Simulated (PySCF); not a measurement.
Te(SH)(GeH3) (GeH₄STe), SMILES [Te](S)[GeH3].

The structure is a stationary point at PBE-D3(BJ)/def2-SVP. This is a generated structure with no PubChem entry under its InChIKey; it may be hypothetical. The def2 effective core potentials stand for the cores of Te; spin–orbit coupling is left out. One conformer was computed; it need not be the lowest.

Method: PBE-D3(BJ)/def2-SVP run with PySCF 2.14.0.

Frequencies are harmonic and unscaled.

Give all harmonic wavenumbers and intensities. (An estimate is asked for; the answer gives what the named calculation found.)


| mode | ν (cm⁻¹) | IR (km/mol) | moving atoms (share of kinetic energy) |
|---|---|---|---|
| 1 | 78 | 0.2 | S 56 %, Ge 23 %, Te 15 % |
| 2 | 99 | 0.1 | H 96 % |
| 3 | 223 | 2.0 | Ge 60 %, Te 37 % |
| 4 | 255 | 16.6 | H 96 % |
| 5 | 334 | 4.5 | S 79 %, Te 20 % |
| 6 | 470 | 4.7 | H 93 % |
| 7 | 487 | 3.9 | H 96 % |
| 8 | 728 | 5.5 | H 97 % |
| 9 | 763 | 285.0 | H 97 % |
| 10 | 831 | 30.5 | H 99 % |
| 11 | 846 | 28.7 | H 99 % |
| 12 | 2060 | 95.8 | H 100 % |
| 13 | 2085 | 87.6 | H 98 % |
| 14 | 2092 | 82.3 | H 98 % |
| 15 | 2590 | 0.5 | H 97 % |
